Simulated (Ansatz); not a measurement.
`Cl[BH][GaH2]` + `[OH][SbH2]` → `[GaH2][O][SbH2]` + `BCl`  (cleavage of the Ga–B bond)

Computed with Ansatz on PBE0-D4/def2-TZVP structures; ΔE is electronic, products minus reactants. CCSD(T)/CBS is the MP2 limit (def2-TZVPP, def2-QZVPP) plus CCSD(T) − MP2 in def2-TZVPP, frozen cores. This one scheme is used for every species. DFT in def2-TZVPP. Elements past krypton have def2 core potentials. For Ga, Sb outer-core shells are correlated without core-valence functions, which leaves a few kJ/mol of doubt a bond. Scalar relativity is left out up to krypton.

```
          species  LC-ωPBE energy (Eh)
   `Cl[BH][GaH2]`          -2411.32278
     `[OH][SbH2]`           -317.29697
`[GaH2][O][SbH2]`          -2242.51343
            `BCl`           -486.13971
```

Question: Work out ΔE.

Answer: ΔE = (-2242.51343) + (-486.13971) − (-2411.32278) − (-317.29697) = -0.03339 Eh = -21.0 kcal/mol. CCSD(T)/CBS gives -22.6 kcal/mol.

Largest T1 diagnostic among the species: 0.016.

The D4 term adds −0.8 kcal/mol with B3LYP and −0.4 kcal/mol with PBE0; it sums over pairs of atoms, weighted by their polarisabilities, and B3LYP, whose exchange is more repulsive, gets the larger term. From BLYP to BHLYP (50 % exact exchange), in def2-TZVPP and without D4, ΔE moves by −1.8 kcal/mol.

B3LYP here is the variant with VWN-RPA as its local correlation; programs differ in this.
